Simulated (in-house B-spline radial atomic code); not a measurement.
A run on Se+ (an excited or competing configuration) that did not converge. Method: non-relativistic wB97X, spin-polarised, spherical fractional occupations, point nucleus; computed with an all-electron radial atomic-structure program (B-spline basis).

Command:
```bash
python run_scf.py task.json out
```
Settings:
```
Z                34
configuration    [Ar] 3d9 4s2 4p3 5f1
hamiltonian      nr
method           wb97x
spin_polarised   True
```

First and last ten iterations of the last attempt (damped for 15 steps, keeping 80 % of the old Fock matrix, then DIIS):
```
 iter        energy (Eh)    residual
    1       -2396.055638    4.40e-01
    2       -2397.468514    2.04e-01
    3       -2397.926239    1.30e-01
    4       -2398.126994    8.18e-02
    5       -2398.213772    5.10e-02
    6       -2398.250955    3.14e-02
    7       -2398.266924    2.28e-02
    8       -2398.273900    1.82e-02
    9       -2398.277058    1.47e-02
   10       -2398.278579    1.19e-02
  111       -2398.280624    1.15e-05
  112       -2398.280624    1.14e-05
  113       -2398.280624    1.26e-05
  114       -2398.280624    2.64e-05
  115       -2398.280624    1.16e-05
  116       -2398.280624    1.54e-05
  117       -2398.280624    3.82e-05
  118       -2398.280624    1.17e-05
  119       -2398.280624    1.64e-05
  120       -2398.280624    1.63e-05
 not converged after 120 iterations
```

The smallest residual met was 1.0e-05; the threshold is about 3e-07. Over the last five steps the energy moves by less than 1e-06 hartree, but the orbitals didn't meet the threshold. Run time, properties included: 16 s on 1 thread of Arm Neoverse V2 (shared host).
